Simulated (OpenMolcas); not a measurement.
W5+: moving or changing the point charges

W5+ among 3 point charges of -2 e arranged as a planar triangle (D3h), 1.88 Å from the ion.
```
   1.8800    0.0000    0.0000  -2.00
  -0.9400    1.6281    0.0000  -2.00
  -0.9400   -1.6281    0.0000  -2.00
```

```
Program             : OpenMolcas
Method              : CASSCF
Basis               : ANO-RCC-VDZP [7s6p4d2f1g]
Scalar Hamiltonian  : DKH2, point nucleus
Active space        : 1 electron in 5 orbitals (5d)
State averaging     : 2S+1 = 2 even, 5 roots
Spin-orbit coupling : RASSI with atomic mean-field integrals over the reference wave functions
```

Runs around this geometry, states (labels of D3, the rotations of D3h). Energies in cm-1 above the lowest state or level, χT in cm3 K/mol.

```tsv
R (Å)	q (e)	Ground state	First state of that spin	First gap with spin-orbit (degeneracies)	χT at 300 K
1.88	-1.3	2A1	2E 2196	6875 (2, 2)	0.164
1.78	-2	2A1	2E 6442	9737 (2, 2)	0.107
1.88	-2	2A1	2E 5258	9163 (2, 2)	0.119
2.07	-2	2A1	2E 3750	7917 (2, 2)	0.142
```

Taking the first state of the same spin as R^-n, n = -ln(3750 / 6442) / ln(2.07 / 1.78) = 3.6 between the shortest and longest distance.

Scaling the charges by -1.3 / -2 = 0.65 scales the first state of the same spin by 2196 / 5258 = 0.42; with fixed orbitals a first-order splitting would follow the charge.

Spin-orbit coupling mixes the spin-free states strongly: the lowest level takes only 51 % from its leading state, 2A1 (figures for R = 1.88, q = -1.3; the like holds for R = 1.88, q = -2, R = 2.07, q = -2). This is an electrostatic model: the charges have no orbitals. No measured value stands beside these numbers.
